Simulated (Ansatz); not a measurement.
`BCBF` + `[F][GeH3]` → `F[BH][GeH2][F]` + `BC` at 500 K and 1 bar (formal exchange of groups at a B–C bond).

Isolated molecules relaxed with PBE0-D4/def2-TZVP in Ansatz; ΔE leaves out vibrations. CCSD(T)/CBS adds triple-zeta CCSD(T) − MP2 to the extrapolated MP2 energy (def2 sets, frozen cores). This one scheme is used for every species. For Ge outer-core shells are correlated without core-valence functions, which leaves a few kJ/mol of doubt a bond. Scalar relativity is left out up to krypton. Each species was taken in one conformer, which may not be the lowest.

| species | CCSD(T)/CBS energy (Eh) | H − E (kJ/mol) | S (J/(mol·K)) |
| --- | --- | --- | --- |
| `BCBF` | -190.47993 | 201.6 | 355.7 |
| `[F][GeH3]` | -2177.72589 | 90.4 | 283.2 |
| `F[BH][GeH2][F]` | -2302.35660 | 124.2 | 377.5 |
| `BC` | -65.83255 | 172.2 | 281.8 |

H − E and S are ideal-gas, rigid-rotor, harmonic terms from PBE0-D4/def2-TZVP, for one conformer and one mirror image of each species. 1 Eh = 2625.50 kJ/mol, R = 8.31446 J/(mol·K).

Q: By hand: ΔE, ΔH, ΔS and ΔG.

A: ΔE = (-2302.35660) + (-65.83255) − (-190.47993) − (-2177.72589) = 0.01667 Eh = 43.8 kJ/mol. Δ(H − E) = 124.2 + 172.2 − 201.6 − 90.4 = 4.4, so ΔH = 48.2 kJ/mol. ΔS = 377.5 + 281.8 − 355.7 − 283.2 = 20.4 J/(mol·K). ΔG = 48.2 − 500 × (20.4)/1000 = 38.0 kJ/mol.

Q: By hand: the equilibrium constant, and the temperature at which ΔG would vanish if ΔH and ΔS stayed fixed.

A: log₁₀ K = −ΔG/(RT ln 10) = -4.0. ΔG = 0 at ΔH/ΔS = 2363 K.

ΔH outweighs TΔS. A doubt of 5 kJ/mol in ΔE shifts log₁₀ K by 0.5 here. Other conformers and mirror images would add mixing entropy, several J/(mol·K) or more a flexible species. These are equilibria of isolated gas molecules and say nothing of rates. Largest T1 diagnostic: 0.013 (customary marks: 0.02 for closed shells, 0.045 for open ones).
